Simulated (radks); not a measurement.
Results of a calculation; reference values are marked as such.
Coulomb parameter of the 5d shell of the gold ion Au2+ in the model configuration [Xe] 4f14 5d8 6p1, as a second difference U = [E(n + 0.25) + E(n - 0.25) - 2 E(n)] / (0.25)^2 with all orbitals relaxed. "Bare": the charge of the atom changes with n. "Screened": the 6p shell takes up the change at fixed total charge, which measures U(5d,5d) + U(6p,6p) - 2 U(5d,6p). Level of theory: scalar-relativistic Kohn-Sham, PBE, spin-unpolarised, spherical densities, point nucleus (a radial shooting solver on a logarithmic mesh with Libxc functionals).

case                      configuration  E - E(n) (eV)
start                 [Xe] 4f14 5d8 6p1          0.000
bare +0.25         [Xe] 4f14 5d8.25 6p1         -7.481
bare -0.25         [Xe] 4f14 5d7.75 6p1          8.285
screened +0.25  [Xe] 4f14 5d8.25 6p0.75         -3.714
screened -0.25  [Xe] 4f14 5d7.75 6p1.25          3.871

U(bare) = 12.863 eV, U(screened by 6p) = 2.517 eV, against the Slater integral F0(5d,5d) = 16.957 eV with frozen orbitals.
